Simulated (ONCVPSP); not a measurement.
## LDA (Perdew-Zunger) ONCV dataset for tin (Sn), scalar-relativistic all-electron reference.

tin, optimised norm-conserving Vanderbilt (ONCV), made with ONCVPSP 4.0.1 (LDA (Perdew-Zunger), scalar-relativistic). Core [Kr] 4d10, reference 5s2 5p2. Waves: 5s: rc 2.05 bohr, ncon 3, nbas 6, qcut 2.5 1/bohr, 2 projectors, debl 3.6 Ha; 5p: rc 1.90 bohr, ncon 4, nbas 7, qcut 3.8 1/bohr, 2 projectors, debl 2.8 Ha. Local part: polynomial inside 1.65 bohr (lpopt 5, dvloc0 1 Ha). Core correction: Teter function, fcfact 3, rcfact 1.05.

All-electron outer shells of the reference configuration (LDA (Perdew-Zunger), scalar-relativistic, ld1.x):

```
shell  level (eV)  outermost node (bohr)  outermost maximum (bohr)
   4p      -89.56                   0.41                      0.79
   4d      -25.90                   0.39                      0.88
   5s      -10.81                   0.98                      2.01
   5p       -3.87                   1.09                      2.55
```

Q: Does the generator finish with these settings?

A: Yes, a potential is produced and its reference levels are reproduced.

Q: Estimate the cutoffs (Ha) at which the residual kinetic energy of the hardest occupied pseudo-wave falls to 1 and 0.1 mHa per electron.

A: 18 Ha and 38 Ha. The cutoffs count occupied waves only; projector 2 of the p channel, the hardest unoccupied one, needs 56 Ha at the loose tolerance.

Q: Does the potential have ghost states?

A: No bound ghost flagged; GHOST(+) flagged for s at 80.5 eV, p at 110.1 eV.

Q: Tests: 5s2 5p1; 5s2 5p0; 5s1 5p0; 5s0 5p4. Which has the largest error in its energy relative to the reference configuration, and how large is it?

A: 5s1 5p0, with +130 meV (all-electron minus pseudo) on +52.81 eV.
